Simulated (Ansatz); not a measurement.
# septet Cr: levels of theory in one basis

A single Cr atom.

Basis set: def2-SVP (spherical functions). Left uncorrelated: 5 orbitals. Correlation on ROHF uses semicanonical orbitals with singles. Charge 0, multiplicity 7.

Computed with Ansatz (development build ahead of 0.2.0); each method stands on the lowest determinant of its kind that the runs found.

```tsv
method	E − E(ROHF) (eV)	<S²> of the determinant
ROHF	0.00	12.00
UHF	0.00	12.00
ROHF-MP2	-5.40	–
UHF-MP2	-5.40	12.00
ROHF-CCSD	-5.65	–
```

(1) What does ROHF-CCSD(T) give on the same scale?

(2) Is a single determinant a sound starting point here?

## Answers

(1) -5.78 eV.

(2) By this sign, yes. Unrestricted orbitals gain 0.00 eV and <S²> is 12.00 against 12.00 for a pure state.
